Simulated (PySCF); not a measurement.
Job for PySCF: R-MP2/6-31G* on H4Se2Si (SMILES [SiH3][Se][SeH]), a point of a torsion scan.

```python
from pyscf import gto, scf, dft, mp
from pyscf.data.elements import chemcore

mol = gto.M(
    atom='''
    Si   -1.02585433   -0.15478309    0.02972765
    Se    0.40386212    1.62441287   -0.31776461
    Se    2.43414695    0.61754098    0.14387941
    H    -0.63085642   -1.21748703   -0.89458921
    H    -2.32799273    0.41277549   -0.28321735
    H    -0.89577484   -0.59979261    1.41314639
    H     2.36015843   -0.40278638   -0.89389196
    ''',
    basis='6-31g*',
    cart=True,
    charge=0, spin=0, verbose=3, max_memory=1800)
mf = scf.RHF(mol)
mf.conv_tol = 1e-8
mf.max_cycle = 100
mf.kernel()
if not mf.converged:
    mf = mf.newton().run(mf.mo_coeff, mf.mo_occ)
pt = mp.MP2(mf, frozen=chemcore(mol)).run()
```

Program output:

```
converged SCF energy = -5090.34957017969
E(RMP2) = -5090.95567633334  E_corr = -0.606106153647919
E(SCS-RMP2) = -5090.91833836572  E_corr = -0.568768186028609
```

Self-consistency was reached.

Cost: about 5 core-seconds (a rough figure).
